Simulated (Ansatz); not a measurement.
A made-up structure of BSi2H2Cl, singlet:

```
6
angstrom
Si -1.9002 1.8465 -0.9933
Si -0.3700 0.8090 0.0445
B 0.9140 -0.5372 0.6745
Cl 1.0175 -2.1019 -0.0777
H -1.3017 0.2759 -1.2352
H 0.6499 1.0872 0.9926
```

It is relaxed with PBE-D4/def2-SVP and then PBE0-D4/def2-TZVP (Ansatz 0.2.0). Atoms count as bonded within 1.22 times the sum of their covalent radii (H–H: 0.88 Å). The end point is not checked to be a true minimum.

Problem. Does its bonding change? (A judgement: the text doesn't fix the answer.)

Solution. The calculation gives: Yes. Formed: B3–H6; broken: Si2–H6.

Where it ends: The first stage lowers the energy by 4.29 eV in 32 steps. It ends as BSi₂H₂Cl ([Cl][BH][Si]1[H][Si]1):
Si1  (-2.234, 1.839, -1.164)
Si2  (-0.632, 0.989, -0.066)
B3  (0.796, -0.186, 0.594)
Cl4  (1.069, -1.752, -0.113)
H5  (-1.485, 0.325, -1.339)
H6  (1.496, 0.165, 1.493)
(Å)

Labels in which every atom is bracketed show which atoms are joined, not bond orders.

For scale, one of the runs: PBE0-D4/def2-TZVP relaxation, 154 basis functions, launched by `ansatz run in.yaml --threads 2 --pin off --events-out ev --progress --plain --max-ram 4352MiB`. Hardware: 2 CPU threads of an Arm Neoverse V1, shared host. Wall time about 19 s.
